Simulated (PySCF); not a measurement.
## Basis and Hamiltonian dependence of the electron affinity of Ge

Ge⁻ [Ar] 3d10 4s2 4p3 (4S) → Ge [Ar] 3d10 4s2 4p2 (3P). All values are computed (PySCF 2.14, energy differences of UHF-based or UKS calculations, no spin-orbit coupling). Values in eV.

```csv
basis,Hamiltonian,functions,UHF,r2SCAN,PBE0,MP2 (valence),CCSD(T) (valence),CCSD(T) (valence and next inner shell)
aug-cc-pVDZ-PP with ECP10MDF,ECP,32,0.848,1.484,1.369,1.239,1.238,n/a
aug-cc-pVDZ-DK,spin-free X2C,36,0.846,1.492,1.379,1.235,1.235,n/a
ANO-RCC-VTZP,spin-free X2C,43,0.553,1.173,1.064,0.856,0.813,0.822
aug-cc-pwCVDZ-PP with ECP10MDF,ECP,48,0.843,1.492,1.374,1.236,1.235,1.226
def2-TZVPPD,non-relativistic,54,0.531,1.135,1.008,0.958,0.962,0.978
aug-cc-pVTZ-PP with ECP10MDF,ECP,55,0.837,1.479,1.366,1.303,1.324,n/a
"x2c-TZVPPall with one added diffuse shell each of s, p, d type",spin-free X2C,57,0.851,1.503,1.382,1.290,1.307,1.317
aug-cc-pVTZ-DK,spin-free X2C,59,0.838,1.490,1.375,1.303,1.325,n/a
aug-cc-pVQZ-PP with ECP10MDF,ECP,89,0.834,1.480,1.370,1.321,1.339,n/a
aug-cc-pVQZ-DK,spin-free X2C,93,0.834,1.485,1.373,1.320,1.339,n/a
def2-QZVPPD,non-relativistic,95,0.777,1.398,1.273,1.244,1.257,n/a
aug-cc-pwCVTZ-PP with ECP10MDF,ECP,96,0.833,1.477,1.365,1.299,1.321,n/a
"x2c-QZVPPall with one added diffuse shell each of s, p, d, f type",spin-free X2C,113,0.833,1.483,1.371,1.312,n/a,n/a
"aug-cc-pVQZ-PP with one added diffuse shell each of s, p, d, f, g type with ECP10MDF",ECP,114,0.834,1.482,1.371,1.322,n/a,n/a
```

Extrapolation of CCSD(T) (valence) from aug-cc-pVTZ-PP with ECP10MDF and aug-cc-pVQZ-PP with ECP10MDF: the correlation parts are 0.487 and 0.505 eV; with the X⁻³ form and unrounded values, (4³ × 0.505 − 3³ × 0.487)/(4³ − 3³) = 0.519 eV, and adding the Hartree-Fock value 0.834 eV of the larger basis gives 1.353 eV.

Extrapolation of CCSD(T) (valence) from aug-cc-pVTZ-DK and aug-cc-pVQZ-DK: the correlation parts are 0.487 and 0.505 eV; with the X⁻³ form and unrounded values, (4³ × 0.505 − 3³ × 0.487)/(4³ − 3³) = 0.518 eV, and adding the Hartree-Fock value 0.834 eV of the larger basis gives 1.353 eV.

Frozen in the all-electron rows: valence: [Ar] 3d10; valence and next inner shell: [Ne]; with a core potential, the same shells as far as they lie outside it.

Non-relativistic rows lack the scalar-relativistic shift.

In most of these bases the highest occupied level of the anion is positive at r2SCAN, PBE0, so the basis helps to hold the electron.

Between the lowest levels the reference is 1.233 eV (measured; photodetachment measurements, as compiled on the Wikipedia data page of electron affinities); it includes spin-orbit coupling, which these numbers lack.
